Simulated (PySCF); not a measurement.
fluoro(fluorosilyloxy)silane (F₂H₄OSi₂), SMILES [SiH2](F)O[SiH2]F.

Geometry: PBE0-D3(BJ)/def2-SVP. One conformer was computed; it need not be the lowest.

Two levels are set side by side: PBE/def2-TZVP (PySCF) and M06-2X/def2-TZVP (PySCF). Same geometry, gas phase. Differences are taken from unrounded values.

```tsv
quantity	M06-2X	PBE	PBE minus M06-2X
orbital gap (eV)	11.76	7.21	-4.55
highest occupied level (eV)	-10.73	-7.87	2.86
lowest empty level (eV)	1.03	-0.65	-1.69
dipole moment (D)	1.79	1.57	-0.23
mean polarisability (bohr³)	47.7	51.7	4.0
```

PBE's occupied levels lie high since its potential decays too fast outside the molecule; exact exchange lowers them and widens the gap. Loosely held outer electrons make PBE densities more polarisable. Differences between two approximate levels are no errors against the true value.

Rough cost on one machine, each run with all the roots and properties that it gave: M06-2X against PBE about 4 times.
